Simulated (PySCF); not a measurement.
Isomers of C3H11PSi2, mass 134.014 u with the commonest isotopes. Method: PBE0-D3(BJ)/def2-SVP geometry optimisation, gas phase in PySCF. One conformer each, none proved a minimum here; rigid rotors.

Problem. Order these by radius of gyration √(Σ m r²/M), smallest first.
A. `[CH2:1]=[CH:2][CH2:3][SiH2:4][SiH2:5][PH2:6]` with C1–C2–C3–Si4 103°, C2–C3–Si4–Si5 -59°, C3–Si4–Si5–P6 -46°, Si4–Si5–P6–H -166° and -72°
B. `[CH3:1][C@@H:2]1[SiH2:3][CH2:4][Si@@H:5]1[PH2:6]` with C4–Si5–P6–H 57° and -37°, C1–C2–Si3–C4 -144°, C2–Si3–C4–Si5 17°, Si3–C4–Si5–P6 95°, C1–C2–Si5–C4 144°
C. `[CH3:1][SiH2:2]/[CH:3]=[CH:4]\[SiH2:5][PH2:6]` with C1–Si2–C3–C4 -106°, C3–C4–Si5–P6 61°, C4–Si5–P6–H 165° and 71°

Solution. B (1.953 Å), A (2.119 Å), C (2.160 Å).

Problem. Order these by rotational constant A, largest first.
A. `[CH3:1][SiH2:2]/[CH:3]=[CH:4]\[SiH2:5][PH2:6]` with C1–Si2–C3–C4 -106°, C3–C4–Si5–P6 61°, C4–Si5–P6–H 165° and 71°
B. `[CH3:1][C@@H:2]1[SiH2:3][CH2:4][Si@@H:5]1[PH2:6]` with C4–Si5–P6–H 57° and -37°, C1–C2–Si3–C4 -144°, C2–Si3–C4–Si5 17°, Si3–C4–Si5–P6 95°, C1–C2–Si5–C4 144°
C. `[CH2:1]=[CH:2][CH2:3][SiH2:4][SiH2:5][PH2:6]` with C1–C2–C3–Si4 103°, C2–C3–Si4–Si5 -59°, C3–Si4–Si5–P6 -46°, Si4–Si5–P6–H -166° and -72°
D. `[CH2:1]=[C:2]([CH3:3])[SiH2:4][SiH2:5][PH2:6]` with C1–C2–Si4–Si5 106°, C2–Si4–Si5–P6 3°, Si4–Si5–P6–H -158° and -63°

Solution. B (2342 MHz), A (2266 MHz), D (2172 MHz), C (2011 MHz).

Problem. Order these by dipole moment, smallest first.
A. `[CH3:1][SiH2:2]/[CH:3]=[CH:4]\[SiH2:5][PH2:6]` with C1–Si2–C3–C4 -106°, C3–C4–Si5–P6 61°, C4–Si5–P6–H 165° and 71°
B. `[CH3:1][C@@H:2]1[SiH2:3][CH2:4][Si@@H:5]1[PH2:6]` with C4–Si5–P6–H 57° and -37°, C1–C2–Si3–C4 -144°, C2–Si3–C4–Si5 17°, Si3–C4–Si5–P6 95°, C1–C2–Si5–C4 144°
C. `[CH2:1]=[C:2]([CH3:3])[SiH2:4][SiH2:5][PH2:6]` with C1–C2–Si4–Si5 106°, C2–Si4–Si5–P6 3°, Si4–Si5–P6–H -158° and -63°
D. `[CH2:1]=[CH:2][CH2:3][SiH2:4][SiH2:5][PH2:6]` with C1–C2–C3–Si4 103°, C2–C3–Si4–Si5 -59°, C3–Si4–Si5–P6 -46°, Si4–Si5–P6–H -166° and -72°

Solution. D (0.49 D), C (0.64 D), A (1.01 D), B (1.14 D).

```csv
SMILES,point group,Ia (u·Å²),Ib (u·Å²),Ic (u·Å²),κ,μa (D),μb (D),μc (D)
C=CC[SiH2][SiH2]P,C1,251.37,412.20,539.54,-0.46,0.08,0.47,0.14
C[SiH2]/C=C\[SiH2]P,C1,222.98,441.85,585.25,-0.60,0.18,0.25,0.96
C=C(C)[SiH2][SiH2]P,C1,232.68,428.12,551.79,-0.58,0.32,0.16,0.53
C[C@@H]1[SiH2]C[Si@@H]1P,C1,215.77,352.95,453.21,-0.48,0.89,0.62,0.32
```
